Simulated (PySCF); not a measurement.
C2H9ClOSi2, SMILES CO[Si@H](Cl)[SiH2]C. Atoms are numbered in the order given.

```xyz
15

C      2.9667    -0.1815    -0.8064
O      1.7468    -0.7167    -0.3273
Si     0.2657    -0.0094    -0.5559
Cl     0.2281     1.8698     0.3783
Si    -1.3657    -1.3088     0.4967
C     -2.9797    -0.3398     0.5524
H      3.1975     0.7819    -0.3186
H      3.7720    -0.8945    -0.5758
H      2.9403    -0.0237    -1.9006
H      0.0558     0.2784    -2.0101
H     -0.8669    -1.5984     1.8769
H     -1.5357    -2.6079    -0.2278
H     -3.3692    -0.1568    -0.4614
H     -3.7498    -0.8848     1.1206
H     -2.8171     0.6359     1.0365
```
Charge 0, spin multiplicity 1.

The structure is a stationary point at r2SCAN-D4/def2-SVP. The structure was generated by enumeration; whether it is a known compound was not checked. Other conformers were not sampled.

Two levels are set side by side: PBE/pcSseg-1 (PySCF) and PBE0/pcSseg-1 (PySCF). GIAO shifts against H2O (¹⁷O), HCl (³⁵Cl), TMS (²⁹Si), TMS (¹H), TMS (¹³C) at the same level; non-relativistic, no solvent, atoms listed together averaged. Without spin–orbit terms, shifts of atoms bonded to Cl or Br come out too high at both levels. Differences are taken from unrounded values.

```
quantity                  PBE0    PBE  PBE minus PBE0
-----------------------  -----  -----  --------------
δ(¹³C) of C1 (ppm)        57.3   59.1             1.8
δ(¹⁷O) of O2 (ppm)        43.3   61.0            17.8
δ(²⁹Si) of Si3 (ppm)      16.7   17.2             0.6
δ(³⁵Cl) of Cl4 (ppm)      33.1   55.5            22.4
δ(²⁹Si) of Si5 (ppm)     -69.5  -72.7            -3.2
δ(¹³C) of C6 (ppm)        -9.8   -9.9            -0.1
δ(¹H) of H10 (ppm)        6.06   6.39            0.33
δ(¹H) of H11, H12 (ppm)   4.12   4.19            0.07
```

Rough cost on one machine, each run with all the roots and properties that it gave: PBE0 against PBE within a factor of 2.
